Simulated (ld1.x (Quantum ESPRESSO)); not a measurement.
selenium (Se): one change to a TM potential, before and after

```
Element                 : selenium (Se)
Generator               : ld1.x (Quantum ESPRESSO) 7.5
Type                    : norm-conserving Troullier–Martins (Kleinman–Bylander form)
Functional              : PBEsol
Relativity              : fully relativistic
Frozen core             : [Ar] 3d10
Valence charge          : 6
Reference configuration : 4s2 4p2.5 (charge +1.5)
Partial waves           : 4s (bound): rc 1.60 bohr; 4p (bound): rc 1.70 bohr; 4d channel at 0.05 Ry: rc 1.30 bohr
Local potential         : all-electron potential smoothed inside 1.60 bohr (lloc = -2)
Core correction         : none
```

Open shells are filled in proportion to 2j + 1 (rel_dist='average').

Change: core correction a·sin(br)/r model core inside 1.42 bohr.

Cutoffs: the cutoffs (Ry, on a coarse ladder) from which the occupation-weighted sum of valence levels, in a spherical-Bessel basis at the reference potential, stays within 10 and 1 mRy of its value at 400 Ry; they do not see the model core or the augmentation charge, which bear on the density cutoff. Errors are all-electron minus pseudo energies relative to the spin-unpolarised reference configuration.

How do hardness, ghosts and transferability respond?

The potential gets neither clearly harder nor softer (40 Ry and 55 Ry → 40 Ry and 55 Ry); both files keep a bound ghost (d); of the 7 tests that both files solve, the error grows in 6 and shrinks in 0 by more than 15 % and 0.3 meV (median size 0.3 → 1.1 meV). A model core, the more so a compact one, raises the density cutoff, which this test does not measure.

| quantity | base | changed |
| --- | --- | --- |
| cutoff, loose | 40 Ry | 40 Ry |
| cutoff, tight | 55 Ry | 55 Ry |
| bound ghosts | d3/2, d5/2 | d3/2, d5/2 |
| error for 4s2 4p4, meV [ΔE -19.78 eV] | -0.3 | -0.8 |
| error for 4s2 4p3, meV [ΔE -8.93 eV] | -0.1 | -0.5 |
| error for 4s2 4p2, meV [ΔE 11.45 eV] | -0.2 | -1.2 |
| error for 4s2 4p4.3, meV [ΔE -21.37 eV] | -0.3 | -0.3 |
| error for 4s2 4p0, meV [ΔE 84.57 eV] | +7.8 | -102 |
| error for 4s2 4p1, meV [ΔE 42.35 eV] | -1.2 | -21 |
| error for 4s2 4p3.5, meV [ΔE -15.47 eV] | -0.3 | -1.1 |
| s: phases at 1.85 bohr within 0.05 rad from the reference energy up to (Ry; the scan ends near 5) | 2.4 | 2.4 |
| p1/2: phases at 1.85 bohr within 0.05 rad from the reference energy up to (Ry; the scan ends near 5) | 4.0 | 4.0 |
| p3/2: phases at 1.85 bohr within 0.05 rad from the reference energy up to (Ry; the scan ends near 5) | 3.9 | 3.9 |
| d3/2: phases at 1.85 bohr within 0.05 rad from the reference energy up to (Ry; the scan ends near 5) | to the end of the scan | to the end of the scan |
| d5/2: phases at 1.85 bohr within 0.05 rad from the reference energy up to (Ry; the scan ends near 5) | to the end of the scan | to the end of the scan |

 A true bound ghost makes a file unfit for plane-wave use even where its test errors are small: the radial tests pick states by their node count and pass the ghost by.
